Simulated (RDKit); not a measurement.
Job for RDKit: UFF on H2O (SMILES O).

```python
from rdkit import Chem
from rdkit.Chem import AllChem, rdDetermineBonds

blocks = [
'''3

O    -0.00000000    0.00000000    0.38961139
H     0.00000000    0.76498632   -0.19485569
H     0.00000000   -0.76498632   -0.19485569
''',
]
mol = None
for b in blocks:
    f = Chem.MolFromXYZBlock(b)
    rdDetermineBonds.DetermineBonds(f, charge=0)
    mol = f if mol is None else Chem.CombineMols(mol, f)
Chem.SanitizeMol(mol)
print(Chem.MolToSmiles(Chem.RemoveHs(mol)))
ff = AllChem.UFFGetMoleculeForceField(mol, vdwThresh=100.0, ignoreInterfragInteractions=False)
e = ff.CalcEnergy()
print(f'UFF energy {e:.6f} kcal/mol')
```

Program output:

```
O
UFF energy 0.859581 kcal/mol
```

The run finished.

Cost: about 0.04 core-seconds (a rough figure).
